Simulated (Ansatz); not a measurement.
A set of 12 reactions (ligand exchange), with CCSD(T)/CBS values in kJ/mol:

| reaction | ΔE |
| --- | --- |
| `[SiH3][CH2][GeH2][Cl]` + HCl → `[Cl][GeH2][Cl]` + `C[SiH3]` | -68.5 |
| `C[Se][GaH][Cl]` + HBr → `[Cl][GaH][Br]` + `C[SeH]` | -16.3 |
| `CC[Se][SiH2]C` + `[SiH3][TeH]` → `C[SiH2][Te][SiH3]` + `CC[SeH]` | -5.9 |
| `B/C=C/[SiH3]` + `[OH][AlH2]` → `[AlH2][O][SiH3]` + `BC=C` | -111.6 |
| `OB(S)[SiH2][SiH3]` + HI → `[SiH3][SiH2]I` + `OBS` | -102.1 |
| `NB(F)Cl` + H–F → `NB(F)F` + HCl | -54.3 |
| `CC(C)BS` + `O[SiH3]` → `[SiH3]OBS` + `CCC` | -119.8 |
| `[SiH3]BCS[SiH3]` + `OCO` → `OCOB[SiH3]` + `CS[SiH3]` | -129.1 |
| `[F][GeH2][SiH2]Cl` + HCl → `Cl[SiH2][GeH2][Cl]` + H–F | -26.6 |
| `C[SiH2][NH][SnH3]` + `CCS` → `CC[S][SnH3]` + `C[SiH2]N` | -50.2 |
| `N[CH2][GeH2][NH2]` + `N[SiH2]N` → `N[SiH2][NH][GeH2][NH2]` + CH₃NH₂ | -46.6 |
| `[SiH3][SiH]1BO1` + `N=[C](O)[GaH2]` → `O/[C]([GaH2])=N/[SiH3]` + `B1O[SiH2]1` | -57.9 |

Gas-phase electronic energies from Ansatz, PBE0-D4/def2-TZVP geometries. CCSD(T)/CBS adds triple-zeta CCSD(T) − MP2 to the extrapolated MP2 energy (def2 sets, frozen cores). This one scheme is used for every species. Double bonds are as drawn, so ΔE can hold a change between cis and trans. DFT in def2-TZVPP. B3LYP here is the variant with VWN-RPA as its local correlation; programs differ in this. Elements past krypton have def2 core potentials. For Br, Ga, Ge, I, Se, Sn, Te outer-core shells are correlated without core-valence functions, which leaves a few kJ/mol of doubt a bond. Scalar relativity is left out up to krypton. One conformer a species, not always the lowest.

**Question.** Give the mean, mean absolute and largest difference (level minus CCSD(T)/CBS, kJ/mol) for: PBE-D4, r2SCAN-D4, ωB97M-V, B2PLYP, r2SCAN, PBE0, B3LYP, SCS-MP2/def2-TZVPP, CCSD/def2-TZVPP, HF/def2-QZVPP, MP2/def2-QZVPP, HF/CBS(def2), MP2/CBS(def2), CCSD/CBS(def2). (An estimate is asked.)

**Answer.** The calculation gave: 
| level | mean | mean absolute | largest |
| --- | --- | --- | --- |
| PBE-D4 | 4.2 | 6.9 | 16.9 |
| r2SCAN-D4 | -0.7 | 4.1 | -11.7 |
| ωB97M-V | -1.3 | 3.2 | -8.0 |
| B2PLYP | -2.7 | 5.1 | -12.9 |
| r2SCAN | -1.1 | 4.6 | -13.4 |
| PBE0 | 0.5 | 5.3 | 13.3 |
| B3LYP | -2.6 | 8.0 | -19.1 |
| SCS-MP2/def2-TZVPP | -2.4 | 4.2 | -6.4 |
| CCSD/def2-TZVPP | -0.7 | 4.1 | -7.9 |
| HF/def2-QZVPP | -11.4 | 14.8 | -28.4 |
| MP2/def2-QZVPP | -2.0 | 3.0 | -9.1 |
| HF/CBS(def2) | -11.4 | 14.9 | -28.6 |
| MP2/CBS(def2) | -2.1 | 4.0 | -12.2 |
| CCSD/CBS(def2) | -1.1 | 1.8 | -4.2 |

The largest T1 diagnostic in the set is 0.017, for `B1O[SiH2]1` (customary mark 0.02).

CCSD(T)/CBS is a level of theory with its own doubt, and the functionals carry their triple-zeta basis error, so these figures describe this set and don't rank the functionals.
